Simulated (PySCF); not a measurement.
## Ruthenium: highly charged ions in a basis for the neutral atom

Ru¹³⁺ [Ar] 3d10 4s2 4p1, Ru¹⁴⁺ [Ar] 3d10 4s2. All numbers are calculated (PySCF 2.14, a scalar-relativistic core potential, in aug-cc-pVDZ-PP with ECP28MDF (5s5p4d2f, 54 functions)). No spin-orbit coupling, so a gap to NIST mixes the basis error with missing relativistic terms.

Changed run: basis of the neutral atom used for a highly charged ion. This setting is unsound on purpose.

| species | method | sound run (hartree) | changed run (hartree) | converged |
| --- | --- | --- | --- | --- |
| Ru¹³⁺ | UHF | not run | -36.95659 | yes |
| Ru¹³⁺ | M06-L | not run | -37.12122 | yes |
| Ru¹³⁺ | PBE | not run | -37.10239 | yes |
| Ru¹⁴⁺ | UHF | not run | -26.28548 | yes |
| Ru¹⁴⁺ | M06-L | not run | -26.43904 | yes |
| Ru¹⁴⁺ | PBE | not run | -26.39789 | yes |

Ionisation energy of Ru¹³⁺:

```csv
method,changed run (eV),NIST (eV)
UHF,290.38,295.9 ± 0.09
M06-L,290.68,295.9 ± 0.09
PBE,291.28,295.9 ± 0.09
```

The contracted functions were made for the neutral atom and can be too rigid for a highly charged ion.
